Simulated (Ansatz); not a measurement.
Ansatz (a first-principles code) input (CCSD(T)/aug-cc-pV(D+d)Z):
A basis named .json is the Basis Set Exchange file of that set.

Ansatz 0.2 input:
```yaml
crystal:
  periodic: [false, false, false]
  atoms:
    - {symbol: Si, position_ang: [0.00087221, 0.03098935, -0.00623817]}
    - {symbol: F, position_ang: [0.07261503, 1.22825044, 1.05571924]}
    - {symbol: F, position_ang: [-0.01759622, 0.72654394, -1.44922030]}
    - {symbol: C, position_ang: [-1.58969093, -0.88095563, 0.23369394]}
    - {symbol: C, position_ang: [1.53710669, -0.98733969, 0.14239482]}
    - {symbol: H, position_ang: [-2.44114960, -0.20607873, 0.12918883]}
    - {symbol: H, position_ang: [-1.63345754, -1.33126015, 1.22745941]}
    - {symbol: H, position_ang: [-1.69584211, -1.67820955, -0.50480292]}
    - {symbol: H, position_ang: [1.60803479, -1.44154652, 1.13281133]}
    - {symbol: H, position_ang: [1.54565022, -1.78849592, -0.59945100]}
    - {symbol: H, position_ang: [2.42488944, -0.37163759, -0.01289426]}
basis:
  gaussian:
    orbitals: aug-cc-pV_D+d_Z.json
magnetization: {spin_polarized: false}
correlation: {method: ccsd_t, electrons: outside_noble_gas}
output: {forces: true}
```

Output:

```
Functional definition: HF
integrals: 0.71 GiB planned
1744 factors; integrals over basis functions are off by at most 6.4e-4 eV
1.03 GiB of device memory are held for the factors and their scratch space
mean field: 1.01 GiB planned
mean field evaluation 1: about -15431.4102 eV, gradient 4.4e1 eV
mean field evaluation 2: about -15431.4765 eV, gradient 4.4e1 eV
mean field evaluation 4: about -15435.5704 eV, gradient 3.7e0 eV
mean field evaluation 8: about -15435.6185 eV, gradient 2.0e-1 eV
mean field evaluation 16: about -15434.7630 eV, gradient 2.1e1 eV
mean field -15435.61865483 eV, -567.2485229271 hartree, gradient 1.2e-6 eV, S^2 0.000000; 0 other end points of the search recorded, 0 dependent functions left out
9 core orbitals not correlated
reference -15435.61865483 eV, -567.2485229271 hartree; 16, 16 occupied and 153, 153 virtual orbitals, 1744 factors
densities: 10.52 GiB planned
second order -22.07463872 eV of doubles, -0.00000000 eV of singles
coupled cluster: 4.10 GiB planned
cycle   1  -22.61660839 eV  change   -5.4e-1 eV  update   1.1e-1
cycle   2  -23.10002057 eV  change   -4.8e-1 eV  update   2.9e-2
cycle   3  -23.22511163 eV  change   -1.3e-1 eV  update   1.5e-2
cycle   4  -23.22187676 eV  change    3.2e-3 eV  update   2.7e-3
cycle   5  -23.22026812 eV  change    1.6e-3 eV  update   1.0e-3
cycle   6  -23.22043411 eV  change   -1.7e-4 eV  update   2.6e-4
cycle   7  -23.22042337 eV  change    1.1e-5 eV  update   9.9e-5
cycle   8  -23.22039135 eV  change    3.2e-5 eV  update   3.0e-5
cycle   9  -23.22039241 eV  change   -1.1e-6 eV  update   1.0e-5
perturbative correction -0.62334344 eV, -0.0229074490 hartree
the calculation of the forces begins
1.03 GiB of device memory are held for the factors and their scratch space
Total energy: -15459.46239069 eV, -568.1247640579 hartree
Atom 0 at     0.000872     0.030989    -0.006238 Å, force    -0.023301    -0.827884     0.166654 eV/Å
Atom 1 at     0.072615     1.228250     1.055719 Å, force     0.039348     0.663925     0.573959 eV/Å
Atom 2 at    -0.017596     0.726544    -1.449220 Å, force    -0.009643     0.391461    -0.786409 eV/Å
Atom 3 at    -1.589691    -0.880956     0.233694 Å, force     0.223204     0.138337    -0.035745 eV/Å
Atom 4 at     1.537107    -0.987340     0.142395 Å, force    -0.214997     0.153246    -0.022950 eV/Å
Atom 5 at    -2.441150    -0.206079     0.129189 Å, force    -0.367999     0.300295    -0.046892 eV/Å
Atom 6 at    -1.633458    -1.331260     1.227459 Å, force    -0.018398    -0.196228     0.437533 eV/Å
Atom 7 at    -1.695842    -1.678210    -0.504803 Å, force    -0.045895    -0.349150    -0.325985 eV/Å
Atom 8 at     1.608035    -1.441547     1.132811 Å, force     0.030498    -0.197891     0.436105 eV/Å
Atom 9 at     1.545650    -1.788496    -0.599451 Å, force     0.003001    -0.350814    -0.327413 eV/Å
Atom 10 at     2.424889    -0.371638    -0.012894 Å, force     0.384182     0.274703    -0.068855 eV/Å
Dipole moment:    -0.013513    -0.480125     0.096649 e Å
```
